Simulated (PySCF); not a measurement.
# Deuteron quadrupole couplings in `C#CCC(=C)C=C(F)F`

Species: C7H6F2.
Structure used (GFN2-xTB), in Å, numbered top down from 1:
```
atom  x, y, z in Å
C1     2.672   -1.362    0.972
C2     1.892   -0.678    0.375
C3     0.963    0.159   -0.356
C4    -0.487   -0.170   -0.096
C5    -0.869   -1.144    0.728
C6    -1.494    0.620   -0.786
C7    -1.309    1.619   -1.636
F8    -0.157    2.133   -2.056
F9    -2.310    2.279   -2.215
H10    3.358   -1.960    1.493
H11    1.170    0.053   -1.427
H12    1.150    1.204   -0.089
H13   -0.149   -1.746    1.254
H14   -1.909   -1.364    0.898
H15   -2.525    0.367   -0.586
```

Level: PBE0/pcSseg-1 (PySCF, non-relativistic); Q(2H) = 0.00286 b; rigid geometry, the same for H and D, with no vibrational averaging.

Question: Rank these positions by the coupling χzz of a deuteron there, largest first.
A. H15 (vinylic hydrogen)
B. H12 (methylene hydrogen)
C. H13 (vinylic hydrogen)
D. H10 (alkyne hydrogen)

Answer: D (267 kHz), C (224 kHz), A (219 kHz), B (197 kHz).

Tabulate Vzz, the asymmetry η and χzz = 234.96 MHz × Q × Vzz for every hydrogen position.

| atom | bonded to | bond length (Å) | Vzz (au) | η | χzz (kHz) |
| --- | --- | --- | --- | --- | --- |
| H10 | C1 | 1.049 | 0.3971 | 0.00 | 267 |
| H11 | C3 | 1.095 | 0.2933 | 0.05 | 197 |
| H12 | C3 | 1.095 | 0.2934 | 0.05 | 197 |
| H13 | C5 | 1.075 | 0.3336 | 0.06 | 224 |
| H14 | C5 | 1.076 | 0.3377 | 0.06 | 227 |
| H15 | C6 | 1.080 | 0.3252 | 0.11 | 219 |

How does χzz go with the bond length over the 6 C–H bonds?

A straight-line fit has a slope of -15.0 kHz for each 0.01 Å, with a correlation coefficient of -1.00, over lengths from 1.049 to 1.095 Å. The longer bonds have the smaller couplings here.

Isolated species at its GFN2-xTB geometry (one conformer only). GFN2-xTB bond lengths can be off by several hundredths of an ångström, more for odd bonds, and the gradients follow them. With so small a basis the couplings can be 20 % off.
